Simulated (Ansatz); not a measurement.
Species: C₃H₄Cl, charge 0, multiplicity 2. It need not be the lowest isomer of its formula. 
Coordinates optimised at B3LYP-D3(BJ)/def2-TZVP (Ansatz, a program for electronic structure):
SMILES: [CH2]/C=C/Cl
```xyz
8

C     -2.3826    -0.0094     0.1751
C     -1.0718     0.3901     0.0843
C     -0.0051    -0.4840    -0.0064
Cl     1.6207     0.0630    -0.1183
H     -3.1814     0.7141     0.2440
H     -2.6539    -1.0572     0.1805
H     -0.8454     1.4512     0.0824
H     -0.1145    -1.5585    -0.0133
```
Charge 0, spin multiplicity 2.

Basis-set convergence of Hartree-Fock and MP2 correlation energies (hartree) with Ansatz. Valence correlation only, unless marked. UHF or UKS for open shells. No spin-orbit coupling. No relativistic terms.

The UHF reference is spin-contaminated (<S^2> 0.21 over the pure value in the largest basis). 

```tsv
basis	functions	E(HF)	E(corr, MP2)
aug-cc-pV(D+d)Z	137	-575.40973	-0.52837
aug-cc-pV(T+d)Z	285	(withheld)	(withheld)
```

### Question
Some entries are withheld; supply them.

### Answer

- aug-cc-pV(T+d)Z, E(HF): -575.45156
- aug-cc-pV(T+d)Z, E(corr, MP2): -0.64869
